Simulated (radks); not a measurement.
Results of a calculation; reference values are marked as such.
Problem. These are the eigenvalues of the occupied orbitals of an atom or ion with whole-number occupations (hartree). Code: a radial shooting solver on a logarithmic mesh with Libxc functionals. Model: Dirac Kohn-Sham, PBE, spin-unpolarised, spherical densities, point nucleus.

| orbital | eigenvalue |
|---|---|
| 1s1/2 | -585.9720 |
| 2s1/2 | -79.77899 |
| 2p1/2 | -72.64802 |
| 2p3/2 | -70.13404 |
| 3s1/2 | -12.77665 |
| 3p1/2 | -10.18724 |
| 3p3/2 | -9.80179 |
| 3d3/2 | -5.25845 |
| 3d5/2 | -5.19118 |
| 4s1/2 | -2.01041 |
| 4p1/2 | -1.37115 |
| 4p3/2 | -1.32770 |

Which element is it, and in what charge state? The configuration may be excited. Open shells, if any, are shared by 2j + 1.

Solution. Z = 38, strontium, charge +2: Sr2+ in [Kr]. The list shows which subshells hold electrons but not how many an open one holds; the 1s level, -585.97 hartree, gives Z - s = 34.2 by -(Z - s)^2/2, which with screening and relativity narrows Z to a few neighbours, and the depths of the outer levels then fix element, charge and occupations together.
